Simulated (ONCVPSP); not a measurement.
# hafnium, ONCV: configuration errors across variants

- Element: Hf (Z = 72)
- Generator: ONCVPSP 4.0.1
- Type: optimised norm-conserving Vanderbilt (ONCV)
- Functional: LDA (Perdew-Wang 92)
- Relativity: non-relativistic
- Frozen core: [Kr] 4d10 4f14
- Valence charge: 12
- Reference configuration: 5s2 5p6 5d2 6s1 (charge +1)
- Partial waves: 5s+6s: rc 2.35 bohr, ncon 3, nbas 7, qcut 5.4 1/bohr, 2 projectors; 5p: rc 2.25 bohr, ncon 4, nbas 9, qcut 5.4 1/bohr, 2 projectors, debl 3.1 Ha; 5d: rc 3.00 bohr, ncon 3, nbas 8, qcut 4.1 1/bohr, 2 projectors, debl 2.5 Ha
- Local potential: polynomial inside 1.80 bohr (lpopt 5, dvloc0 6 Ha)
- Core correction: Teter function, fcfact 5.75, rcfact 1.5

All-electron excitation energies from the reference (eV): (1) 5s2 5p6 5d2 6s2 -7.262; (2) 5s2 5p6 5d2 6s0 13.086; (3) 5s2 5p6 5d1 6s0 35.858; (4) 5s2 5p6 5d3 6s1 -6.267.

1 further variants failed, have other tests or too few solved ones, and are left out.

A true bound ghost makes a file unfit for plane-wave use even where its test errors are small: the radial tests pick states by their node count and pass the ghost by.

Errors AE − PS in meV (a dash: test not solved or not reliable):

| change | (1) | (2) | (3) | (4) | bound ghosts | GHOST(+) flags above zero |
| --- | --- | --- | --- | --- | --- | --- |
| base | -1.4 | -4.5 | +79 | +18 | none | none |
| s: qcut 8 | -0.7 | -2.9 | +79 | +19 | s | none |
| local potential polynomial inside 1.70 bohr (lpopt 5, dvloc0 0 Ha) | -1.5 | -4.8 | +77 | +17 | none | d |
| core correction Teter function, fcfact 3.4, rcfact 1.5 | -1.2 | -4.1 | +84 | +20 | none | none |
| core correction Teter function, fcfact 5.75, rcfact 0.92 | -0.9 | -3.6 | +93 | +22 | none | none |
| all radii but the core radius scaled by about 1.34 (s 3.16, p 3.02, d 4.04 bohr); local potential polynomial inside 2.42 bohr (lpopt 5, dvloc0 6 Ha) | -8.3 | -26 | +228 | +56 | none | none |
| p: ncon 5, nbas 10 | -1.4 | -4.6 | +79 | +18 | none | none |
| p: rc 2.64 | -1.4 | -4.6 | +78 | +18 | none | none |
| d: rc 3.2 | -2.2 | -6.8 | +104 | +24 | none | none |

Task: Give the same row for: core correction none.

Result: -0.7, -2.9, +93, +22; bound ghosts: none; GHOST(+) flags above zero: none.
